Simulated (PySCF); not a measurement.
Compound: C8H6O.
Geometry (PBE0-D3(BJ)/def2-SVP, Å), atoms numbered from 1 in this order:
```
atom  x, y, z in Å
C1    -1.9247   -0.5583   -0.0321
C2    -1.7894    0.8574    0.1559
C3    -0.5636    1.4602    0.2177
C4     0.5999    0.6458    0.0889
C5     1.9561    0.8925    0.0980
O6     2.6232   -0.2598   -0.0705
C7     1.7496   -1.2720   -0.1899
C8     0.4633   -0.7846   -0.1013
C9    -0.8342   -1.3735   -0.1589
H10   -2.9287   -0.9870   -0.0742
H11   -2.6949    1.4614    0.2508
H12   -0.4725    2.5390    0.3614
H13    2.5568    1.7905    0.2092
H14    2.1701   -2.2637   -0.3299
H15   -0.9489   -2.4503   -0.3017
```

Method: TDDFT CAM-B3LYP/def2-SVPD, vertical, gas phase, core orbitals frozen in the response in PySCF 2.14.0, density-fitted response routines.

Frontier orbitals with the atoms that hold most of them (Löwdin shares over 4%, at most four atoms; ? is withheld):

```tsv
orbital	ε (eV)	atoms
HOMO-3	-11.04	C4 14%, C8 14%, C3 12%, C9 12%
HOMO-2	-9.51	C3 16%, C9 16%, C8 14%, C4 14%
HOMO-1	-8.83	?
HOMO	?	?
LUMO	-0.33	C9 14%, C3 14%, O6 13%, C1 12%
LUMO+1	1.50	C5 11%, C7 11%, C3 9%, C9 9%
LUMO+2	1.77	C1 18%, C2 18%, C4 11%, C8 11%
```

**Question.** Give the leading atoms of the HOMO-1.

**Answer.** C1 (bonded to 2 C and H) 16%; C2 (bonded to 2 C and H) 16%; C4 (bonded to 3 C) 16%; C8 (bonded to 3 C) 16%.

**Question.** Which atoms hold the HOMO, and with what shares?

**Answer.** C5 (bonded to C, O and H) 19%; C7 (bonded to C, O and H) 19%; C9 (bonded to 2 C and H) 11%; C3 (bonded to 2 C and H) 11%.

**Question.** What is the HOMO energy, and the HOMO–LUMO gap?

**Answer.** ε(HOMO) = -6.94 eV; the gap is 6.61 eV (0.2428 hartree).

**Question.** The HOMO–LUMO gap is 6.61 eV. Where does the response calculation put the lowest singlet, and from which orbitals?

**Answer.** S1 is at 4.00 eV (f = 0.109), 2.60 eV below the gap, made of HOMO→LUMO (98%). 

**Question.** One configuration dominates each of S1, S3 and S6. Which, and how do the shares of the two leading atoms of either orbital change from the occupied to the empty one?

**Answer.** 
- S1 (4.00 eV, f 0.109), HOMO→LUMO (98%): C5 19% → at most 12%, C7 19% → at most 12%, C9 11% → 14%, C3 11% → 14%
- S3 (5.79 eV, f 0.0000), HOMO→LUMO+1 (93%): C5 19% → 11%, C7 19% → 11%
- S6 (6.30 eV, f 0.0064), HOMO-2→LUMO (95%): C3 16% → 14%, C9 16% → 14%
